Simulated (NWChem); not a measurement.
# SnHCl, singlet; SMILES [Cl][SnH]

```xyz
3

Sn     0.0309     0.5965     0.0000
H     -1.7518     0.7242     0.0000
Cl     0.0122    -1.7970     0.0000
```
Atoms are numbered in this order, from 1.

All runs: NWChem. Low-valent species are run as closed-shell singlets; no triplet was tried in these runs. Coordinates come from a PBE0/def2-SVP (def2 core potentials past Kr) optimisation.

For level PBE/STO-3G, non-relativistic:

```
Item                         Value
---------------------------  -----
highest occupied level (eV)  -2.89
dipole (D)                    2.58
```

### Question
How do the values read with level PBE/3-21G, non-relativistic instead?

### Answer
highest occupied level (eV): -5.86
dipole (D): 3.00
